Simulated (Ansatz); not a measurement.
A nudged elastic band was laid between two geometries of CH7NO2Si (12 atoms, charge 0, multiplicity 1).

The calculation used Ansatz, RKS PBE0-D4/def2-SVP.

| Property | Result |
| --- | --- |
| movable images | 7 |
| climbing image | yes |
| spring | 5.0 eV/Å² |
| optimiser | quadratic models (default) |
| start path | through a guess of the saddle point |
| force threshold | 0.05 eV/Å |
| iteration limit | 60 |
| end points | relaxed |

First end point:

```xyz
12
Properties=species:S:1:pos:R:3
O -1.504 -0.793 0.841
C -0.399 -0.892 0.010
O -0.743 -1.786 -1.007
N -0.053 0.383 -0.516
Si 0.994 1.514 0.300
H -1.852 -1.685 0.963
H 0.484 -1.271 0.574
H -0.009 -1.805 -1.631
H -0.829 0.767 -1.052
H 2.175 0.740 0.788
H 0.395 2.237 1.467
H 1.418 2.537 -0.702
```

Last end point:

```xyz
12
Properties=species:S:1:pos:R:3
O -1.397 -0.687 0.482
C -0.113 -0.941 0.059
O -0.056 -1.898 -0.935
N 0.404 0.357 -0.388
Si 0.953 1.616 1.145
H -1.646 -1.324 1.160
H 0.556 -1.281 0.870
H -0.819 -1.765 -1.514
H -0.299 0.826 -0.965
H 1.227 0.199 -0.971
H -0.381 2.359 1.007
H 1.646 2.484 0.082
```

Task: Which bonds break or form, and what moves?

Result: Bonds broken: Si5–H10. Bonds formed: N4–H10.

Task: What energy profile does the band end with?

Result: It converged. The highest image is number 4 of 0 to 8, 69.0 kcal/mol above the first end and 36.2 kcal/mol above the last; the last end lies 32.9 kcal/mol above the first. Neighbouring images differ by up to 2.3 eV, so the band resolves the path poorly. A vibrational analysis at the climbing image gives one clearly imaginary mode, 1531i cm⁻¹: a first-order saddle point. The orbitals stay closed-shell, which can raise the energy where a bond breaks towards radicals; this wasn't checked here.

```csv
image,path coordinate (Å),energy (kcal/mol),Si5–H10 (Å),N4–H10 (Å)
0,0.00,0.0,1.49,2.61
1,0.86,0.6,1.49,2.65
2,1.72,0.8,1.49,2.65
3,2.58,16.3,1.47,2.19
4,3.44,69.0,1.62,1.38
5,4.08,40.9,2.17,1.03
6,4.73,33.8,2.52,1.02
7,5.38,33.1,2.55,1.02
8,6.03,32.9,2.56,1.02
```

Task: What is the geometry of the highest image?

Result: 
```xyz
12
Properties=species:S:1:pos:R:3
O -1.529 -0.570 0.452
C -0.219 -0.856 0.076
O -0.163 -1.987 -0.725
N 0.324 0.312 -0.540
Si 1.160 1.647 0.573
H -1.875 -1.339 0.921
H 0.420 -1.088 0.953
H -0.785 -1.860 -1.454
H -0.164 0.592 -1.393
H 1.683 0.376 -0.284
H 0.255 1.866 1.757
H 0.970 2.852 -0.303
```

The band took 18 iterations and roughly 11 core-minutes.

Run time: 5.9 min on 2 threads of Arm Neoverse V1 (shared host), peak memory 0.24 GiB.
